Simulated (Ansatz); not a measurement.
System: C₇H₁₃ (charge 0, doublet). It need not be the lowest isomer of its formula. 
Structure (B3LYP-D3(BJ)/def2-TZVP (Ansatz, an electronic-structure program) minimum search):
SMILES: C=CCC[C](C)C
```xyz
20

C     -1.9811    -0.7379    -1.2519
C     -1.5725    -0.0228    -0.0100
C     -2.2218     1.2810     0.3043
C     -0.2614    -0.3519     0.6195
C      0.9435     0.3442    -0.0724
C      2.2420     0.0236     0.5951
C      3.2458    -0.6419     0.0376
H     -1.6330    -1.7732    -1.2559
H     -1.5699    -0.2611    -2.1570
H     -3.0675    -0.7396    -1.3763
H     -2.0408     1.5850     1.3379
H     -1.8450     2.0954    -0.3365
H     -3.3024     1.2420     0.1419
H     -0.2651    -0.0559     1.6740
H     -0.0854    -1.4312     0.5907
H      0.9814     0.0459    -1.1228
H      0.7751     1.4258    -0.0500
H      2.3365     0.3513     1.6281
H      3.1922    -0.9908    -0.9879
H      4.1567    -0.8593     0.5805
```
Charge 0, spin multiplicity 2.

Property: atomisation energy (electronic, to ground-state atoms), in eV. Cores are frozen in the correlated levels unless marked. UHF or UKS for open shells. No spin-orbit coupling. Non-relativistic. The coupled-cluster limit lacks core correlation, which all-electron functionals hold. CBS marks a two-point X^-3 extrapolation of the correlation energy; Hartree-Fock from the larger set. The bracket is a focal-point correction in the basis named.

| level | program | atomisation energy (eV) |
|---|---|---|
| PBE-D4/def2-TZVPD | Ansatz + dftd4 | 85.74 |
| B3LYP/def2-TZVPD | Ansatz | 83.41 |

Q: What does RI-MP2/CBS(cc-pVTZ,cc-pVQZ)+[CCSD(T)-MP2]/cc-pVTZ (Ansatz) give?

A: 83.84 eV, so B3LYP/def2-TZVPD differs from it by -0.43 eV.
